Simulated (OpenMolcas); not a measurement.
**CH5FOSn: a line through the functionals**

The species is CH5FOSn (9 atoms), meant as a singlet with charge 0. SMILES: `C[O][SnH2][F]`. The shape is that of a PBE0-D4/def2-TZVP optimisation. This is one conformer, not always the lowest.

The HOMO–LUMO gap y, in eV, basis def2-SVP with a core potential; a is the functional's share of exact exchange. Programs: OpenMolcas 26.06.

```
functional     program     a  y (eV)
      BLYP  OpenMolcas     0    4.96
    r2SCAN  OpenMolcas     0    5.69
     B3LYP  OpenMolcas   0.2       ?
      PBE0  OpenMolcas  0.25    7.68
     BHLYP  OpenMolcas   0.5   10.16
```

**Question.** Fit y = c + s·a to the known rows and predict B3LYP.

**Answer.** 
1. Means of the 4 rows: a = 0.1875, y = 7.123.
2. Σ(Δa)² = 0.17188, Σ(Δa·Δy) = 1.6581, so the slope is 1.6581/0.17188 = 9.6468.
3. Intercept: 7.123 − (9.6468) × 0.1875 = 5.314. The largest residual of the fit is 0.38.
4. B3LYP: 5.314 + (9.6468) × 0.2 = 7.24 eV.

The run gave 7.07 eV, so the prediction is off by +0.17 eV, within the largest residual. Exact exchange lowers occupied levels and raises empty ones. The rows mix families of semi-local functionals, which the line can't see.
